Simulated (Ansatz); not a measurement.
Cartesian coordinates in Å:
```
C -0.264 0.926 -1.335
C 0.937 0.517 -0.559
C 0.949 -0.232 0.546
Si -0.547 -0.911 1.395
Cl -1.373 -2.471 0.321
H -0.216 0.515 -2.348
H -0.302 2.015 -1.441
H -1.196 0.589 -0.879
H 1.888 0.866 -0.961
H 1.916 -0.465 0.987
H -1.623 0.099 1.549
H -0.170 -1.448 2.724
```

Charge 0, multiplicity 1.

Question: List the r2SCAN/def2-TZVPP orbital energies in eV (Ansatz 0.2.0). (An estimate is asked.)

Answer: Ansatz gave: Occupied: -2753.05, -1791.74, -273.83, -273.27, -272.97, -254.45, -192.99, -192.85, -192.85, -142.11, -97.03, -96.94, -96.93, -21.29, -20.92, -18.19, -14.85, -12.93, -12.34, -10.86, -10.47, -9.80, -9.61, -9.30, -8.67, -7.68, -7.53, -6.93. Lowest empty: -1.63, 0.60, 0.79, 1.35, 1.48, 2.08, 2.39, 3.17.
